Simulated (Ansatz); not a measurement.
Ideal-gas functions of CH$_{4}$FOSn (`[CH3][SnH]([O])[F]`) radical at 600 K and 1 bar, from an Ansatz frequency run at PBE0-D4/def2-TZVP.

Molar mass 169.75 g/mol, point group C1 (symmetry number 1), electronic degeneracy 2, moments of inertia 111.625, 117.178, 177.875 u Å². Harmonic wavenumbers (cm⁻¹, unscaled): 48, 128, 154, 178, 495, 548, 549, 609, 617, 779, 788, 1227, 1446, 1448, 1973, 3078, 3181, 3183.

Use S(trans) = R[1.5 ln M + 2.5 ln T − 1.1517]; rotational temperatures θ = 24.2544 K / I; S(rot) = R[ln(√π/σ · √(T³/θAθBθC)) + 1.5]; for each mode x = 1.438777 ν̃/T, S = R[x/(eˣ − 1) − ln(1 − e⁻ˣ)] and H = RT x/(eˣ − 1); 1 cm⁻¹ = 0.0119627 kJ/mol; R = 8.31446 J/(mol·K).

Q: By hand: the entropy, in J/(mol·K).

A: Translation 187.4. Rotation: θ = 0.2173, 0.207, 0.1364 K, giving 118.2. Vibration, mode by mode: 26.29, 18.17, 16.64, 15.46, 7.36, 6.62, 6.60, 5.87, 5.78, 4.23, 4.16, 1.81, 1.19, 1.19, 0.42, 0.04, 0.03, 0.03, in all 121.9. Electronic 5.8. Sum 433.3 J/(mol·K).

Q: By hand: H − E and G − E in kJ/mol, counted from the electronic energy.

A: Zero-point energy ½ × 20429 × 0.0119627 = 122.2; thermal vibration 34.5; translation, rotation and pV give 4 RT = 20.0. H − E = 176.7 kJ/mol, and G − E = 176.7 − 600 × 433.3/1000 = -83.3 kJ/mol.

Vibration gives 28 % of the entropy, 44.5 J/(mol·K) of it from the modes under 150 cm⁻¹: soft modes count most, and the harmonic formula is weakest for them. The sum counts one conformer and one mirror image; others add a mixing term.
